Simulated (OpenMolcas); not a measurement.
How basis sets differ on SnSiH6O (SMILES [SiH3][O][SnH3])

The species is SnSiH6O (9 atoms), meant as a singlet with charge 0. As SMILES, `[SiH3][O][SnH3]`. Geometry: relaxed at PBE0-D4/def2-TZVP.

```jsonl
{"atom": "Si", "x (Å)": "-0.7075", "y (Å)": "1.1063", "z (Å)": "-0.9618"}
{"atom": "O", "x (Å)": "0.5496", "y (Å)": "0.2327", "z (Å)": "-0.4110"}
{"atom": "Sn", "x (Å)": "0.8371", "y (Å)": "-1.1457", "z (Å)": "0.9564"}
{"atom": "H", "x (Å)": "-1.7860", "y (Å)": "0.2281", "z (Å)": "-1.5020"}
{"atom": "H", "x (Å)": "-0.2330", "y (Å)": "2.0041", "z (Å)": "-2.0464"}
{"atom": "H", "x (Å)": "-1.3096", "y (Å)": "1.9374", "z (Å)": "0.1212"}
{"atom": "H", "x (Å)": "2.4937", "y (Å)": "-1.4998", "z (Å)": "0.8299"}
{"atom": "H", "x (Å)": "-0.1660", "y (Å)": "-2.4609", "z (Å)": "0.5447"}
{"atom": "H", "x (Å)": "0.4101", "y (Å)": "-0.4484", "z (Å)": "2.4520"}
```

Each level gives the HOMO–LUMO gap (eV). The values are calculated.

| level | kind | program | value (eV) | CPU time |
| --- | --- | --- | --- | --- |
| HF/ANO-R0 (sfX2C) | Hartree–Fock | OpenMolcas | 13.06 | 4.2 s |
| HF/STO-3G | Hartree–Fock | OpenMolcas | 17.85 | 5.2 s |
| HF/3-21G | Hartree–Fock | OpenMolcas | 14.28 | 6.5 s |
| HF/ANO-RCC-VDZ (DKH2, RICD fitting) | Hartree–Fock | OpenMolcas | 13.92 | 7.8 s |
| HF/def2-SVP (core potential) | Hartree–Fock | OpenMolcas | 14.29 | 13 s |

All-electron rows without a relativistic Hamiltonian named are non-relativistic, while core potentials hold scalar relativity, so basis and relativity change together. The values span 13.06 to 17.85 eV. A Hartree–Fock LUMO above zero doesn't converge with the basis: it sinks as sets grow more diffuse. Orbital gaps aren't excitation energies. CPU times are rough (shared hosts, several kinds of processor and program).
